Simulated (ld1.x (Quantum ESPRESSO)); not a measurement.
**Pseudopotential generation for Pt (Z = 78): TM, PBE, scalar-relativistic.**

```json
{"Element": "platinum (Pt)", "Generator": "ld1.x (Quantum ESPRESSO) 7.5", "Type": "norm-conserving Troullier–Martins (Kleinman–Bylander form)", "Functional": "PBE", "Relativity": "scalar-relativistic", "Frozen core": "[Kr] 4d10 4f14", "Valence charge": "18", "Reference configuration": "5s2 5p6 5d7 6s0 6p0 (charge +3)", "Partial waves": "5p (bound): rc 1.50 bohr; 5d (bound): rc 2.10 bohr; 5s (bound): rc 0.90 bohr", "Local potential": "the s channel", "Core correction": "a·sin(br)/r model core inside 0.60 bohr"}
```

All-electron outer shells of the reference configuration (PBE, scalar-relativistic, ld1.x):

```
shell  level (eV)  outermost node (bohr)  outermost maximum (bohr)
   5s     -137.04                   0.49                      0.87
   4f     -105.61                      –                      0.38
   5p      -90.85                   0.53                      0.98
   5d      -38.77                   0.57                      1.23
   6s      -32.36                   1.12                      2.10
   6p      -23.14                   1.31                      2.57
```

**Question.** Estimate the cutoffs (Ry, on a coarse ladder) from which the occupation-weighted sum of valence levels, in a spherical-Bessel basis at the reference potential, stays within 10 and 1 mRy of its value at 400 Ry.

**Answer.** 140 Ry and 260 Ry.

**Question.** Does the potential have ghost states?

**Answer.** No extra level below or beside the all-electron valence levels (p, d, s, f tested).

**Question.** Which valence shell sets the plane-wave cutoff?

**Answer.** 5s: its level needs 230 Ry to come within 1 mRy, against 80 Ry for 5p.

**Question.** Tests: 5s2 5p6 5d9 6s1 6p0; 5s2 5p6 5d9 6s0 6p0; 5s2 5p6 5d8 6s0 6p0; 5s2 5p6 5d10 6s0 6p0; 5s2 5p6 5d9 6s0 6p1; 5s2 5p6 5d8 6s1 6p1; 5s2 5p6 5d6 6s0 6p0. Which has the largest error in its energy relative to the reference configuration, and how large is it?

**Answer.** 5s2 5p6 5d8 6s1 6p1, with +202 meV (all-electron minus pseudo) on -54.81 eV.
